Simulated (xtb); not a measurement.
xtb input:

```bash
xtb mol.xyz --gfn 2 --ohess tight --chrg 0 --uhf 0
```
mol.xyz:
```
5

Si     0.01904810     0.01305442     0.18195866
Br     2.10008820    -0.24515751    -0.65102916
Br    -0.81634007     1.99344069    -0.49859891
Br    -1.33994754    -1.63358174    -0.61044055
H      0.00060518    -0.03876045     1.61428293
```

Q: What final total energy does it print?

A: -14.61587 Eh (GFN2-xTB).
